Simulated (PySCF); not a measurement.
Write Cartesian coordinates for (SiH3)2PPF2, `FP(F)P([SiH3])[SiH3]` as optimised with PBE0-D3(BJ)/def2-SVP.

```xyz
12
F2H6P2Si2 angstrom
F     -0.3653    3.3100   -0.1905
P     -0.1608    1.8858   -0.9146
F      1.4249    2.0235   -1.2249
P      0.0148    0.6194    0.9235
Si     1.5848   -0.7893    0.0885
Si    -1.7554   -0.7163    0.4398
H      1.4369   -0.9870   -1.3853
H      1.3698   -2.0968    0.7783
H      2.9402   -0.2615    0.4032
H     -1.8271   -1.7508    1.5113
H     -1.6317   -1.3867   -0.8918
H     -2.9911    0.1210    0.4542
```

Orientation and origin are arbitrary. Atoms count from 1 in this order. P2 (three-coordinate phosphorus) is pyramidal (angles 98.1°, 97.8° and 97.4°, sum 293.2°, 0.87 Å off the plane of its three neighbours). Si5 (SiH3 silicon) is distorted tetrahedral (angles from 105.9° to 112.1°). P4 (three-coordinate phosphorus) is pyramidal (angles 95.9°, 95.5° and 95.5°, sum 287.0°, 1.17 Å off the plane of its three neighbours).

Bonds between heavy atoms (Å): F1–P2 1.611, P2–F3 1.622, P2–P4 2.239, P4–Si5 2.269, P4–Si6 2.270.

Computed with PBE0-D3(BJ)/def2-SVP geometry optimisation, gas phase (PySCF).

Point group: C1 (no symmetry element, even within 0.4 Å). Not checked by PBE0-D3(BJ)/def2-SVP frequencies. One conformer, not necessarily the lowest (F1–P2–P4–Si5 -143°).

The run took 2.1 min wall on an Arm Neoverse V2 with one thread, shared host with 192 logical CPUs at a one-minute load of 46, and the process peaked at 0.56 GiB of memory. These figures are those of the optimisation.
